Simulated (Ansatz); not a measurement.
Start from `FC(F)(F)C[O][Hf]([F])([F])[F]` and change one atom or group to get `FC(F)(F)COB(Cl)Cl`.

Ansatz, PBE0-D4/def2-TZVP geometries, multiplicity 1. Each molecule was computed in one conformer, which needn't be the lowest.

Elements past krypton have def2 core potentials.

```json
{"property": "size of the dipole moment (B3LYP/def2-TZVPP) / D", "`FC(F)(F)C[O][Hf]([F])([F])[F]`": "2.38"}
{"property": "size of the dipole moment (ωB97M-V/def2-TZVPP) / D", "`FC(F)(F)C[O][Hf]([F])([F])[F]`": "2.34"}
{"property": "LUMO energy (PBE/def2-TZVPP) / eV", "`FC(F)(F)C[O][Hf]([F])([F])[F]`": "-1.38"}
{"property": "HOMO–LUMO gap (PBE0/def2-TZVPP) / eV", "`FC(F)(F)C[O][Hf]([F])([F])[F]`": "9.02"}
{"property": "HOMO energy (PBE0/def2-TZVPP) / eV", "`FC(F)(F)C[O][Hf]([F])([F])[F]`": "-9.68"}
{"property": "HOMO–LUMO gap (PBE/def2-TZVPP) / eV", "`FC(F)(F)C[O][Hf]([F])([F])[F]`": "6.65"}
```

**Question.** Give the same properties after the change, and the shifts. (An estimate is asked.)

**Answer.** The calculation gave: 
| property | `FC(F)(F)COB(Cl)Cl` | shift |
| --- | --- | --- |
| size of the dipole moment (B3LYP/def2-TZVPP) / D | 1.97 | -0.41 |
| size of the dipole moment (ωB97M-V/def2-TZVPP) / D | 1.97 | -0.37 |
| LUMO energy (PBE/def2-TZVPP) / eV | -1.61 | -0.23 |
| HOMO–LUMO gap (PBE0/def2-TZVPP) / eV | 8.59 | -0.43 |
| HOMO energy (PBE0/def2-TZVPP) / eV | -9.23 | 0.45 |
| HOMO–LUMO gap (PBE/def2-TZVPP) / eV | 6.16 | -0.49 |

Dipoles are sizes alone; their direction can turn.

B3LYP here is the variant with VWN-RPA as its local correlation; programs differ in this.
